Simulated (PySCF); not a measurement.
SMILES Oc1ccc(O[SiH3])cc1 (C6H8O2Si), singlet (GFN2-xTB optimised geometry):

```
17

O     -1.431    -3.033     0.001
C     -0.703    -1.881     0.000
C     -1.385    -0.669    -0.001
C     -0.687     0.522    -0.001
C      0.703     0.525     0.000
O      1.431     1.663     0.001
Si     1.057     3.243    -0.003
C      1.384    -0.688     0.000
C      0.686    -1.881     0.000
H     -0.836    -3.793     0.001
H     -2.463    -0.679    -0.001
H     -1.215     1.463    -0.002
H      0.305     3.604    -1.207
H      0.264     3.603     1.175
H      2.402     3.793     0.022
H      2.463    -0.683     0.000
H      1.226    -2.819     0.000
```

Level of theory: PySCF with PBE0/def2-SVP.

What are the frontier orbital energies and the dipole moment?

HOMO-2 -8.80 eV, HOMO-1 -7.47 eV, HOMO -6.01 eV, LUMO -0.20 eV, LUMO+1 0.54 eV; dipole moment 0.72 D.

Meta-Löwdin charges at PBE0/def2-SVP: O1 -0.45, C2 0.20, C3 -0.14, C4 -0.15, C5 0.19, O6 -0.56, Si7 0.74, C8 -0.13, C9 -0.16, H10 0.33, H11 0.12, H12 0.11, H13 -0.12, H14 -0.12, H15 -0.10, H16 0.12, H17 0.10.
